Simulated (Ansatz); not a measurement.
tris(4-fluorophenyl)sulfonium (C₁₈H₁₂F₃S⁺). Total charge 1; singlet. Geometry PBE-D4/def2-SVP.

Cartesian coordinates in Å:
```
F -4.805 -2.582 -0.974
C -3.754 -1.773 -0.893
C -3.058 -1.679 0.324
C -1.951 -0.829 0.414
C -1.568 -0.093 -0.721
S -0.167 1.026 -0.705
C 1.234 0.028 -1.214
C 2.346 0.736 -1.708
C 3.477 0.023 -2.117
C 3.462 -1.379 -2.042
F 4.533 -2.058 -2.439
C 2.346 -2.087 -1.565
C 1.217 -1.376 -1.144
C 0.122 1.385 1.028
C 1.005 0.624 1.814
C 1.178 0.967 3.159
C 0.466 2.059 3.685
F 0.635 2.383 4.963
C -0.409 2.826 2.897
C -0.577 2.491 1.550
C -2.274 -0.176 -1.936
C -3.375 -1.032 -2.024
H -3.399 -2.269 1.187
H -1.405 -0.733 1.363
H 2.335 1.835 -1.771
H 4.367 0.536 -2.508
H 2.375 -3.185 -1.535
H 0.329 -1.916 -0.782
H 1.562 -0.221 1.384
H 1.862 0.404 3.810
H -0.935 3.681 3.346
H -1.250 3.088 0.915
H -1.972 0.423 -2.809
H -3.955 -1.127 -2.953
```

The restricted singlet is unstable towards broken spin symmetry in Hartree–Fock (as tested in another run); at HF/STO-3G, HF/6-31G this wasn't settled.

(1) Estimate the orbital energies around the gap (eV) in Ansatz with HF/STO-3G, HF/6-31G, PBE-D4/def2-SVP, r2SCAN-D4/def2-SVP, PBE0-D4/def2-SVP.

## Answers

(1) 
| orbital | HF/STO-3G | HF/6-31G | PBE-D4/def2-SVP | r2SCAN-D4/def2-SVP | PBE0-D4/def2-SVP |
| --- | --- | --- | --- | --- | --- |
| HOMO−5 | -12.07 | -13.72 | -10.49 | -10.78 | -11.62 |
| HOMO−4 | -12.01 | -13.70 | -10.40 | -10.69 | -11.52 |
| HOMO−3 | -12.01 | -13.70 | -10.40 | -10.68 | -11.52 |
| HOMO−2 | -11.49 | -13.48 | -10.09 | -10.39 | -11.26 |
| HOMO−1 | -11.48 | -13.48 | -10.09 | -10.39 | -11.26 |
| HOMO | -11.11 | -13.02 | -9.67 | -9.95 | -10.79 |
| LUMO | 2.17 | -1.30 | -5.78 | -5.75 | -5.04 |
| LUMO+1 | 2.17 | -1.30 | -5.78 | -5.75 | -5.03 |
| LUMO+2 | 2.62 | -0.94 | -5.46 | -5.41 | -4.67 |
| LUMO+3 | 2.79 | -0.56 | -5.12 | -5.04 | -4.30 |
| LUMO+4 | 2.90 | -0.41 | -5.12 | -5.04 | -4.26 |
| LUMO+5 | 2.90 | -0.40 | -5.12 | -5.04 | -4.25 |
